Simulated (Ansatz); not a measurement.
Reaction (cleavage of the B–Ga bond): `[OH][GaH][BH][SiH3]` + H₂S → `[SiH3]BS` + `[OH][GaH2]`

Isolated molecules relaxed with PBE0-D4/def2-TZVP in Ansatz; ΔE leaves out vibrations. CCSD(T)/CBS adds triple-zeta CCSD(T) − MP2 to the extrapolated MP2 energy (def2 sets, frozen cores). This one scheme is used for every species. Functionals use def2-TZVPP. For Ga outer-core shells are correlated without core-valence functions, which leaves a few kJ/mol of doubt a bond. Scalar relativity is left out up to krypton. Each species was taken in one conformer, which may not be the lowest.

`[OH][GaH][BH][SiH3]`:

Cartesian coordinates in Å:
```
O 2.494 0.872 0.507
Ga 1.214 -0.231 1.119
B -0.126 -0.898 -0.313
Si -1.719 0.156 -0.920
H 3.096 1.176 1.190
H 1.257 -0.513 2.667
H 0.073 -1.947 -0.857
H -1.213 0.903 -2.113
H -2.199 1.158 0.071
H -2.877 -0.676 -1.348
```

H₂S:

```xyz
3

S     0.047   -0.263    0.559
H    -0.504    0.875    0.110
H     0.457   -0.612   -0.669
```

`[SiH3]BS`:

Cartesian coordinates in Å:
```
Si -0.279 1.240 -0.048
B -0.083 -0.741 0.225
S 1.215 -1.584 -0.618
H 0.742 1.800 -0.976
H -0.158 1.943 1.261
H -1.631 1.541 -0.598
H -0.816 -1.356 0.938
H 1.010 -2.843 -0.184
```

`[OH][GaH2]`:

```xyz
5

O    -0.386    0.684   -1.005
Ga    0.356   -0.309    0.284
H    -1.269    0.996   -0.800
H    -0.489   -0.559    1.577
H     1.788   -0.812   -0.056
```

```
       level  ΔE (kJ/mol)
   revPBE-D4       -112.8
  r2SCAN0-D4       -114.0
CAM-B3LYP-D4       -110.7
   CAM-B3LYP       -111.6
```

Task: What does CCSD(T)/CBS give? (Best estimate.)

Result: Computed: -105.4 kJ/mol. The listed levels differ from it by -7.4, -8.6, -5.3, -6.2 kJ/mol.

Task: What do rigid-rotor, harmonic-oscillator terms from PBE0-D4/def2-TZVP frequencies (298.15 K, 1 bar) make of the CCSD(T)/CBS value? (An estimate is asked.)

Result: Ansatz gave: ΔZPE = +5.2 kJ/mol, ΔH = -104.4 kJ/mol, ΔS = -8 J/(mol·K), ΔG = -102.0 kJ/mol.

Largest T1 diagnostic among the species: 0.015.

At CCSD(T), def2-SVP lies −16.1 kJ/mol from the extrapolated value and def2-TZVPP −2.9 kJ/mol. Leaving LDA and LC-ωPBE aside and taking each functional with its dispersion term where it has one, the values, not all of them listed here, spread over 9.8 kJ/mol, from B97M-V to BHLYP-D4. LDA lies −7.4 kJ/mol from PBE without D4. In def2-TZVPP, CCSD(T) changes the Hartree–Fock value by −3.3 kJ/mol (the triples alone add −3.5 kJ/mol) and MP2 by −10.8 kJ/mol.

CCSD(T)/CBS has its own doubt, a few kJ/mol and more with outer-core shells, so smaller differences from it don't rank the levels.
